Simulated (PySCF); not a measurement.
# W²⁺: ionisation energy

W²⁺ [Xe] 4f14 5d4 (5D) → W³⁺ [Xe] 4f14 5d3 (4F), as a difference of total energies. Computed with PySCF 2.14 in aug-cc-pwCVTZ-PP with ECP60MDF, with scalar relativity through the core potential. Correlated levels: valence: 5s2 5p6 frozen; valence and next inner shell: nothing frozen outside the core potential. The calculations carry no spin-orbit coupling.

```csv
method,ionisation energy (eV)
UHF,24.749
LDA,26.299
PBE,26.061
PBE0,25.946
wB97M-V,25.684
CAM-B3LYP,25.796
MP2 (valence),25.256
SCS-MP2 (valence),24.918
MP2 (valence and next inner shell),25.694
SCS-MP2 (valence and next inner shell),25.370
```

Task: Estimate what r2SCAN gives.

Result: 25.840 eV, closest to CAM-B3LYP among the rows shown.

Task: Estimate what PBEsol gives.

Result: 26.084 eV, closest to PBE among the rows shown.

The reference lies between the lowest fine-structure levels, while these numbers refer to the centres of the terms.

Errors of the correlated levels include the incompleteness of this basis and the frozen core.

For comparison: 26 ± 0.4 eV (semi-empirical (NIST evaluation); NIST Atomic Spectra Database, ionization energies).
